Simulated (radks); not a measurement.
Ionisation of neutral sulfur, [Ne] 3s2 3p4, to [Ne] 3s2 3p3 as the strength of local exchange is varied. Calculated with a radial shooting solver on a logarithmic mesh with Libxc functionals: non-relativistic Kohn-Sham, Slater X-alpha exchange (alpha = 2/3 is LDA exchange), no correlation, spin-unpolarised, spherical densities, point nucleus.

alpha  E(S) (hartree)  exchange (hartree)  IE (eV)  -e of the level emptied (eV)  <r> of it (bohr)
0.667      -395.49304           -22.88234   10.635                    5.959 (3p)             2.103
0.715      -397.14268           -24.61643   11.169                    6.424 (3p)             2.074
0.722      -397.38375           -24.87029   11.248                    6.493 (3p)             2.070
0.757      -398.59093           -26.14330   11.647                    6.843 (3p)             2.049
0.826      -400.97992           -28.67103   12.450                    7.553 (3p)             2.010
0.908      -403.83473           -31.70616   13.437                    8.432 (3p)             1.967
0.945      -405.12845           -33.08674   13.893                    8.842 (3p)             1.948
0.998      -406.98767           -35.07629   14.559                    9.441 (3p)             1.922

NIST Atomic Spectra Database: 10.360 eV (measured). The central value is not met in this range of alpha. Spin polarisation and multiplet splitting are left out, so open shells lie too high by an amount that depends on their filling.

Beside tabulated values, note that spin-unpolarised runs miss the spin-polarisation part of the exchange energy of open shells.
